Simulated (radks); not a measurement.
Question: All-electron atom: Os29+ in [Kr] 4d10 4f1. Calculated with a radial shooting solver on a logarithmic mesh with Libxc functionals: scalar-relativistic Kohn-Sham, exchange-only LDA, spin-polarised, spherical densities, point nucleus; open shells are filled with parallel spins first (spin-orbit coupling, left out, can overturn this in heavy ions). Some entries of the table are withheld. Estimate them.

| orbital | occ. | eigenvalue (hartree) | <r^2> (bohr^2) |
|---|---|---|---|
| 1s down | 1 | -2750.042 | 0.0004338 |
| 1s up | 1 | -2750.042 | 0.0004338 |
| 2s up | 1 | -509.9930 | 0.006652 |
| 2s down | 1 | -509.9905 | 0.006652 |
| 2p up | 3 | -449.0079 | 0.005540 |
| 2p down | 3 | -449.0060 | 0.005540 |
| 3s up | 1 | -147.6188 | 0.04277 |
| 3s down | 1 | -147.5704 | 0.04275 |
| 3p up | 3 | -129.6986 | 0.04354 |
| 3p down | 3 | -129.6500 | 0.04352 |
| 3d up | 5 | -109.7373 | 0.03600 |
| 3d down | 5 | -109.6995 | 0.03598 |
| 4s up | 1 | -57.67165 | 0.1880 |
| 4s down | 1 | -57.60010 | 0.1881 |
| 4p up | 3 | -51.36682 | (1) |
| 4p down | 3 | -51.29837 | (2) |
| 4d up | 5 | -43.75571 | 0.2147 |
| 4d down | 5 | -43.68808 | 0.2149 |
| 4f up | 1 | -35.71044 | 0.1973 |
| 4f down | 0 | -35.63492 | 0.1976 |

Answer: 
(1) 4p up <r^2> (bohr^2): 0.2055
(2) 4p down <r^2> (bohr^2): 0.2057
